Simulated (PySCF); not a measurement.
A PySCF script (with the pyscf-properties extension) for the NMR shieldings of SMILES C=CBSC(C)(F)F, C4H7BF2S, on a GFN2-xTB geometry:

```python
import basis_set_exchange as bse
import numpy as np
from pyscf import gto, dft
from pyscf.prop import nmr

atoms = """
C    -3.591884    0.091113    0.228226
C    -2.466761   -0.099540   -0.461706
B    -1.059147   -0.009884    0.160595
S     0.338974   -0.208201   -0.918959
C     1.763924   -0.009093    0.241041
C     3.079374   -0.029857   -0.500266
F     1.621447    1.145724    0.939455
F     1.716946   -0.990471    1.177608
H    -3.570612    0.318661    1.282076
H    -4.570592    0.032869   -0.223030
H    -2.562000   -0.322606   -1.519779
H    -0.873544    0.192097    1.294802
H     3.896497    0.085662    0.209168
H     3.176585   -0.975529   -1.024808
H     3.096379    0.787045   -1.215715
"""
names = dict.fromkeys(["C", "B", "S", "F", "H"], "pcSseg-1")
basis = {el: gto.basis.parse(bse.get_basis(n, elements=[el], fmt="nwchem")) for el, n in names.items()}
mol = gto.M(atom=atoms, basis=basis, charge=0, verbose=0)
mf = dft.RKS(mol, xc="PBE0")
mf.grids.level = 2
mf.grids.alignment = dft.numint.BLKSIZE   # the property module wants whole blocks of grid points
mf.conv_tol = 1e-9
mf.kernel()

calc = nmr.RKS(mf)   # GIAO
C = mf.mo_coeff
Co = C[:, mf.mo_occ > 0]
resp = mf.gen_response(singlet=True, hermi=2)
def vind(x):   # induced exchange potential for any number of trial vectors
    d = np.einsum("pi,xij,qj->xpq", C, 2 * x.reshape(-1, C.shape[1], Co.shape[1]), Co, optimize=True)
    return np.einsum("xpq,pi,qj->xij", resp(d - d.transpose(0, 2, 1)), C, Co, optimize=True).ravel()
mo1, _ = nmr.rhf.solve_mo1(calc, with_cphf=vind)
sigma = calc.kernel(mo1)
for i, s in enumerate(sigma):   # ppm
    print("%2d %-2s %9.2f" % (i, mol.atom_pure_symbol(i), np.trace(s) / 3))
```

Q: What does it print?

A: 
```
 0 C      31.98
 1 C      40.06
 2 B      39.97
 3 S     265.36
 4 C      50.38
 5 C     157.29
 6 F     251.35
 7 F     249.19
 8 H      25.05
 9 H      24.84
10 H      24.70
11 H      24.28
12 H      29.57
13 H      29.69
14 H      29.70
```

These numbers come from an equivalent density-fitted implementation of the same equations, which agrees with the script to about 0.01 ppm for H and up to a few tenths of a ppm for heavy atoms, so last digits may differ.

Size and cost of the density-fitted run: 178 basis functions, 97 s wall time (79 s CPU) on 1 thread of an Intel Xeon, shared host; peak memory 0.95 GiB.
